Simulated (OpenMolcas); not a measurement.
**OpenMolcas input wanted**

The species is SnH3OF (6 atoms), meant as a singlet with charge 0. SMILES: `[OH][SnH2][F]`. The shape is that of a PBE0-D4/def2-TZVP optimisation. This is one conformer, not always the lowest.

```jsonl
{"atom": "O", "x (Å)": "-1.4144", "y (Å)": "-0.3330", "z (Å)": "-0.4250"}
{"atom": "Sn", "x (Å)": "0.3023", "y (Å)": "0.2559", "z (Å)": "0.2837"}
{"atom": "F", "x (Å)": "1.4091", "y (Å)": "-1.3151", "z (Å)": "0.3021"}
{"atom": "H", "x (Å)": "-1.3686", "y (Å)": "-0.6857", "z (Å)": "-1.3167"}
{"atom": "H", "x (Å)": "1.0961", "y (Å)": "1.3171", "z (Å)": "-0.7821"}
{"atom": "H", "x (Å)": "0.0175", "y (Å)": "0.6967", "z (Å)": "1.8919"}
```

Settings wanted:

```json
{"method": "HF", "reference": "UHF", "relativity": "sfX2C", "integral approximation": "RICD", "basis set": "ANO-R1", "task": "energy", "nucleus": "finite", "scramble": "0.25"}
```

Write the OpenMolcas 26.06 input and the command.

This one ran through:

step1.inp:
```
&GATEWAY
COORD
6
angstrom
O       -1.414400      -0.333000      -0.425000
Sn       0.302300       0.255900       0.283700
F        1.409100      -1.315100       0.302100
H       -1.368600      -0.685700      -1.316700
H        1.096100       1.317100      -0.782100
H        0.017500       0.696700       1.891900
BASIS = ANO-R1
GROUP = NoSym
RICD
&SEWARD
&SCF
UHF
SCRAMBLE = 0.25
PRORBITALS = 1
```

```bash
$ export MOLCAS_MEM=1860
$ pymolcas step1.inp > step1.log
```

Calculated total energy: -6350.08768 Eh.
